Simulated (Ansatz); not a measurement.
Coupled-cluster run, CH$_{3}$O$_{2}$Sb (`[OH][Sb]1[CH2][O]1`).

```yaml
crystal:
  periodic: [false, false, false]
  atoms:
    - {symbol: O, position_ang: [-1.671600, 0.709333, -1.024172]}
    - {symbol: Sb, position_ang: [-0.395127, -0.765682, -1.165866]}
    - {symbol: C, position_ang: [0.918365, -0.267735, 0.418524]}
    - {symbol: O, position_ang: [-0.101933, -1.145867, 0.792742]}
    - {symbol: H, position_ang: [-1.462879, 1.335579, -0.325123]}
    - {symbol: H, position_ang: [0.845418, 0.744190, 0.823932]}
    - {symbol: H, position_ang: [1.929055, -0.677818, 0.434161]}
basis:
  gaussian: {orbitals: def2-SVP}
correlation: {method: ccsd_t}
```

```sh
$ ansatz run in.yaml --threads 2 --pin off --events-out ev --progress --plain --max-ram 4352MiB
```

Output of Ansatz, abridged:

```
Functional definition: HF
895 factors; integrals over basis functions are off by at most 1.3e-3 eV
mean field evaluation 1: about -11652.6507 eV, gradient 4.4e1 eV
mean field evaluation 2: about -11652.6662 eV, gradient 4.4e1 eV
mean field evaluation 4: about -11656.9039 eV, gradient 3.6e0 eV
mean field evaluation 8: about -11656.9538 eV, gradient 4.7e-1 eV
mean field evaluation 16: about -11656.8835 eV, gradient 3.6e0 eV
mean field -11656.95509538 eV, -428.3851983872 hartree, gradient 7.8e-6 eV, S^2 0.000000; 0 other end points of the search recorded, 0 dependent functions left out
7 core orbitals not correlated: weight in the atoms' cores, before any rotation towards them, 1.000 or more for the frozen orbitals, at most 0.000 for the correlated occupied ones
reference -11656.95509538 eV, -428.3851983872 hartree; 17, 17 occupied and 59, 59 virtual orbitals, 895 factors
second order -17.25846815 eV of doubles, -0.00000000 eV of singles
cycle   1  -17.16382030 eV  change    9.5e-2 eV  update   1.3e-1
cycle   2  -17.67384356 eV  change   -5.1e-1 eV  update   4.4e-2
cycle   3  -17.84258049 eV  change   -1.7e-1 eV  update   2.5e-2
cycle   4  -17.83795592 eV  change    4.6e-3 eV  update   7.1e-3
cycle   5  -17.83453864 eV  change    3.4e-3 eV  update   3.4e-3
cycle   6  -17.83556675 eV  change   -1.0e-3 eV  update   1.1e-3
cycle   7  -17.83495416 eV  change    6.1e-4 eV  update   5.0e-4
cycle   8  -17.83467168 eV  change    2.8e-4 eV  update   1.6e-4
cycle   9  -17.83471550 eV  change   -4.4e-5 eV  update   8.0e-5
cycle  10  -17.83474268 eV  change   -2.7e-5 eV  update   3.2e-5
perturbative correction -0.58606106 eV, -0.0215373466 hartree
Total energy: -11675.37589912 eV, -429.0621504386 hartree
```

Hardware: 2 threads of an Arm Neoverse V1 on a shared host. Wall time 5.5 s, peak host memory 0.31 GiB.

The correlation energy is -18.421 eV, 3.2 % of it from (T); the T1 diagnostic reads 0.0157.
